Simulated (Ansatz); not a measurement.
Cost and result up the ladder for CdCl₄ (5 atoms). Charge 0, multiplicity 1. Geometry: PBE0-D4/def2-SVP.

| atom | x (Å) | y (Å) | z (Å) |
| --- | --- | --- | --- |
| Cd1 | -0.9590 | 0.7243 | -0.0800 |
| Cl2 | -0.1196 | 2.2248 | 1.4226 |
| Cl3 | 1.0927 | -1.6645 | 0.8911 |
| Cl4 | -1.9956 | -0.6283 | -1.5998 |
| Cl5 | 1.9815 | -0.6563 | -0.6339 |

Ansatz on 4 threads of Arm Neoverse V2 on a shared host. Times are rough, and most runs start from the orbitals of an earlier one. PBE0-D4/def2-TZVP serves as the yardstick here, not as an exact answer. Differences are given only for rows in sets of like size (and for xTB, whose basis is part of the method), since another set adds its own error. Binding counts from free atoms at the same level (Cd singlet, Cl doublet; other spins of the atoms weren't run), without zero-point energy or a counterpoise term.

In the def2 sets Cd takes a core potential; there is no spin–orbit coupling. LC-ωPBE has ω = 0.4 bohr⁻¹. Correlated methods freeze 20 core orbitals; core or outer-core shells of Cd are correlated, in sets that lack core-valence functions. In the singlet, Cl3 and Cl5 lie 2.03 Å apart (atoms count from 1), so these atoms are partly bonded to each other. Another isomer (singlet) lies 0.13 eV lower at PBE-D4/def2-SVP; other spin states weren't run for this one.

Correlated methods converge slowly with the basis.

```
                         level  functions  wall time  binding energy per atom (eV)  difference from PBE0-D4/def2-TZVP (eV)
               PBE-D4/def2-SVP        103     0.85 s                          1.76                                       –
         LDA (SPW92)/def2-TZVP        188      0.9 s                          2.11                                    0.40
              PBE0-D4/def2-SVP        103      1.3 s                          1.69                                       –
PBE-D4/def2-TZVP (with forces)        188        2 s                          1.77                                    0.05
             LC-ωPBE/def2-TZVP        188      2.2 s                          1.68                                   -0.03
             PBE0-D4/def2-TZVP        188      3.3 s                          1.71                                    0.00
             RPA@PBE/def2-TZVP        188      3.6 s                          1.38                                   -0.34
           r2SCAN-D4/def2-TZVP        188      3.8 s                          1.74                                    0.03
            PBE-QIDH/def2-TZVP        188      4.5 s                          1.70                                   -0.02
             CCSD(T)/def2-TZVP        188       94 s                          1.59                                   -0.12
```
